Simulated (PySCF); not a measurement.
TDDFT excited states: C6H11P

C6H11P.
SMILES: `C#CP(C)C(C)C`

Method: TDDFT CAM-B3LYP/def2-SVPD, vertical, gas phase, core orbitals frozen in the response in PySCF 2.14.0, density-fitted response routines. Isolated species at its GFN2-xTB geometry (one conformer only). Torsions of this conformer, `[CH:1]#[C:2][P:3]([CH3:4])[CH:5]([CH3:6])[CH3:7]`: C2–P3–C5–C6 169°.

List the vertical singlet excitations with oscillator strengths and describe the spectrum.

```csv
state,E (eV),E (kJ/mol),λ (nm),f,"main configurations (H = HOMO, L = LUMO)"
S1,5.53,534,224.1,0.022,"H→L (40%), H→L+1 (39%)"
S2,6.03,582,205.6,0.070,"H→L (26%), H→L+1 (26%), H→L+2 (18%)"
S3,6.55,632,189.3,0.016,"H-1→L+2 (28%), H-1→L+1 (23%), H-1→L (18%)"
S4,6.80,656,182.3,0.043,"H→L (25%), H→L+2 (16%), H→L+1 (12%)"
S5,6.98,673,177.7,0.072,"H-2→L+1 (21%), H→L+1 (15%), H-2→L (12%)"
S6,7.07,682,175.4,0.092,"H→L+2 (32%), H→L+3 (16%), H→L+7 (11%)"
S7,7.46,719,166.3,0.019,"H→L+3 (33%), H-2→L+1 (16%), H-2→L (14%)"
S8,7.61,734,163.0,0.171,"H→L+4 (48%), H→L+5 (17%)"
```

Triplets (Tamm–Dancoff): T1 4.86 eV, H→L+1 (45%), H→L+2 (24%); T2 4.96 eV, H→L (50%), H→L+1 (24%); T3 5.36 eV, H-1→L+1 (29%), H-1→L (21%), H-1→L+4 (9%).

The lowest singlet comes at 224 nm (534 kJ/mol) in the ultraviolet; it is weak; its leading configuration is HOMO→LUMO (40%). The most intense listed level is S8 at 7.61 eV (163 nm, f = 0.171), 2.07 eV above S1. It is the last of those listed, so stronger ones may follow. Löwdin shares by element: HOMO phosphorus 46%, carbon 38% or more (atoms not listed hold the other 16%); LUMO carbon 45% or more, phosphorus 14% (atoms not listed hold the other 41%). The oscillator strengths of these states sum to 0.505; summed over the whole spectrum of an exact calculation they would give the number of electrons, 62 (Thomas–Reiche–Kuhn). The listed states span 2.07 eV, and the widest gap between neighbours is 0.52 eV (S2 to S3). Weighted by f, the mean energy of these states is 7.00 eV. Only the lowest 8 singlets were computed, as vertical energies without vibronic structure.
